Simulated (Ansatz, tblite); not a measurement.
Forces on Al₁₀P₁₀H₃₀, a nanocrystal cut from zinc blende AlP (hydrogen-capped) at its r2SCAN-D4/def2-SVP geometry. The state is a singlet with charge 0.

The xTB rows come from tblite. Single mean-field runs in def2-SVP are fitted with def2-universal-jkfit.

GFN2-xTB (tblite), largest force 0.74 eV/Å:

```xyz
50
positions Å, forces eV/Å
Al   -1.032   -2.843   -0.258    0.018   -0.447   -0.134
Al    0.143   -1.947    3.973   -0.090   -0.053    0.269
Al    2.452   -1.495   -0.991    0.253   -0.262   -0.296
Al    3.210   -0.102    2.719   -0.015   -0.064    0.492
Al   -3.656   -0.746    1.940   -0.401    0.320    0.013
Al   -0.567   -0.176   -2.968   -0.094   -0.204   -0.403
Al   -3.969    1.775   -0.813   -0.190    0.219   -0.021
Al   -0.155    0.853    0.812   -0.109    0.543    0.495
Al    3.300    2.876   -0.622    0.214    0.191    0.092
Al   -0.104    3.702   -1.975    0.322    0.383    0.068
P    -0.590   -3.361    2.075   -0.035   -0.303    0.002
P    -3.339   -2.200   -0.012   -0.269   -0.213   -0.167
P     0.166   -0.861   -0.808    0.076   -0.407   -0.398
P     0.814    0.094    2.842    0.021    0.082    0.337
P     3.206   -2.052    1.229    0.201   -0.311    0.047
P     3.769    0.527   -1.252    0.239   -0.094   -0.158
P    -2.502    1.159    1.021   -0.205    0.203    0.147
P    -2.787    0.791   -2.755   -0.115   -0.061   -0.266
P     0.578    1.881   -3.476    0.160    0.040   -0.335
P     0.950    2.787   -0.014    0.086    0.303    0.106
H    -0.745   -4.088   -1.201   -0.087    0.376    0.306
H    -1.050   -1.749    4.999    0.362   -0.044   -0.223
H     1.507   -2.672    4.384   -0.220    0.090   -0.114
H     2.770   -2.565   -2.120   -0.086    0.340    0.345
H     3.874   -0.411    4.128   -0.137    0.086   -0.429
H     3.850    0.947    1.694   -0.075   -0.097    0.039
H    -2.747   -1.585    2.956   -0.052    0.069   -0.108
H    -5.184   -0.439    2.240    0.427   -0.143   -0.061
H    -0.516   -1.303   -4.085   -0.031    0.350    0.342
H    -5.218    0.783   -0.693    0.217    0.115   -0.051
H    -4.150    3.337   -1.014   -0.005   -0.423    0.088
H     4.267    3.327    0.551   -0.265   -0.066   -0.336
H     3.329    3.579   -2.059   -0.007   -0.146    0.199
H    -1.678    3.420   -2.000    0.129   -0.018    0.004
H     0.504    5.107   -2.398   -0.211   -0.396    0.073
H    -1.718   -4.116    2.495    0.592    0.182   -0.197
H     0.333   -4.442    1.991   -0.478    0.301    0.087
H    -4.064   -3.411    0.143    0.223    0.522   -0.224
H    -3.901   -1.768   -1.241    0.109   -0.314    0.468
H     0.581    1.149    3.770    0.061   -0.360   -0.355
H     2.587   -3.227    1.727    0.397    0.367   -0.197
H     4.523   -2.558    1.063   -0.593    0.042    0.112
H     5.058    0.185   -0.760   -0.507    0.139   -0.380
H     4.094    0.527   -2.639    0.047   -0.036    0.579
H    -2.657    2.176    2.006    0.092   -0.355   -0.349
H    -3.638   -0.217   -3.289    0.296    0.492    0.060
H    -2.877    1.703   -3.841   -0.064   -0.513    0.383
H     0.236    2.181   -4.820    0.303   -0.155    0.491
H     1.973    1.691   -3.649   -0.552    0.110   -0.104
H     0.770    3.775    0.995    0.050   -0.377   -0.337
```

PBE-D4/def2-SVP (Ansatz), largest force 0.31 eV/Å:

```
Al -0.009 0.072 0.031
Al 0.002 0.033 -0.100
Al -0.034 0.041 0.057
Al -0.056 -0.007 -0.040
Al 0.062 0.021 -0.049
Al 0.014 0.046 0.065
Al 0.095 -0.051 0.007
Al -0.002 -0.005 0.000
Al -0.071 -0.083 0.008
Al 0.018 -0.068 0.032
P 0.020 0.307 -0.039
P 0.189 0.152 0.178
P -0.014 0.062 0.059
P 0.001 -0.173 -0.145
P -0.126 0.278 -0.023
P -0.249 0.072 0.163
P 0.040 -0.140 -0.178
P 0.148 0.033 0.272
P -0.145 0.005 0.265
P 0.046 -0.174 -0.136
H 0.021 -0.098 -0.078
H -0.115 0.013 0.085
H 0.120 -0.059 0.020
H 0.025 -0.088 -0.094
H 0.042 -0.040 0.117
H 0.041 0.093 -0.100
H 0.095 -0.065 0.085
H -0.130 0.032 0.012
H 0.007 -0.093 -0.093
H -0.099 -0.090 0.009
H -0.005 0.141 -0.026
H 0.083 0.027 0.114
H -0.005 0.056 -0.122
H -0.139 -0.038 0.004
H 0.067 0.112 -0.039
H -0.160 -0.115 0.054
H 0.131 -0.156 -0.020
H -0.108 -0.185 0.026
H -0.078 0.076 -0.195
H -0.035 0.134 0.116
H -0.114 -0.182 0.073
H 0.205 -0.077 -0.029
H 0.183 -0.056 0.062
H 0.047 -0.005 -0.194
H -0.015 0.138 0.122
H -0.115 -0.149 -0.080
H -0.015 0.123 -0.163
H -0.065 0.049 -0.213
H 0.226 -0.040 -0.009
H -0.024 0.123 0.132
```

r2SCAN-D4/def2-SVP (Ansatz), largest force 0.03 eV/Å:

```
Al 0.000 0.006 -0.010
Al 0.013 0.002 -0.008
Al -0.009 -0.011 0.002
Al 0.010 0.013 0.002
Al 0.006 0.002 0.008
Al 0.013 -0.004 0.003
Al 0.003 -0.013 0.004
Al -0.003 0.002 0.008
Al -0.006 -0.007 -0.007
Al -0.008 0.003 0.003
P -0.001 -0.004 0.006
P 0.005 0.000 0.019
P -0.003 0.005 0.007
P -0.010 -0.014 0.010
P 0.000 0.021 -0.001
P 0.010 0.008 0.000
P -0.007 0.005 -0.016
P -0.009 -0.001 0.001
P -0.007 0.007 0.013
P 0.015 0.000 -0.002
H -0.005 0.003 0.002
H 0.001 -0.008 0.006
H 0.005 -0.005 -0.006
H 0.002 0.001 0.000
H -0.008 -0.002 -0.004
H -0.008 0.000 -0.003
H 0.006 0.009 -0.001
H 0.003 0.003 0.000
H 0.001 0.002 -0.003
H -0.002 -0.003 -0.006
H -0.005 0.000 -0.005
H 0.001 0.000 0.002
H 0.001 0.002 -0.002
H 0.001 -0.004 0.002
H 0.004 -0.003 0.000
H -0.002 0.000 -0.004
H -0.001 -0.002 -0.003
H -0.003 -0.013 0.010
H -0.002 0.018 -0.013
H -0.005 -0.006 -0.004
H -0.023 -0.009 0.008
H 0.020 0.000 -0.006
H -0.003 -0.005 0.000
H 0.003 0.000 0.005
H 0.003 0.006 -0.009
H 0.003 -0.001 -0.003
H 0.001 -0.001 -0.003
H -0.022 0.008 -0.021
H 0.024 -0.005 0.018
H 0.002 -0.006 -0.001
```
